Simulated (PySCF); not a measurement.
CH₅ClFNSi, SMILES NC[Si@H](F)Cl. Geometry optimised at PBE-D3(BJ)/def2-SVP. The structure was generated by enumeration; whether it is a known compound was not checked. The values are those of a single conformer.

Give the equilibrium geometry at PBE-D3(BJ)/def2-SVP (PySCF confirms it by a frequency run) as Cartesian coordinates in Å. (Estimate from the structure and the level; the computed values follow.)

This is not unique; one that fits is 
```xyz
10

N     -2.5106     0.1663     0.8053
C     -1.4757    -0.6086     0.1052
Si     0.2391     0.1352     0.3414
F      0.1448     1.6934    -0.1684
Cl     1.7144    -0.8140    -0.7706
H     -2.3318     0.1831     1.8181
H     -2.4886     1.1470     0.4962
H     -1.7110    -0.6556    -0.9804
H     -1.4917    -1.6640     0.4536
H      0.6556     0.1816     1.7807
```
Charge 0, spin multiplicity 1.
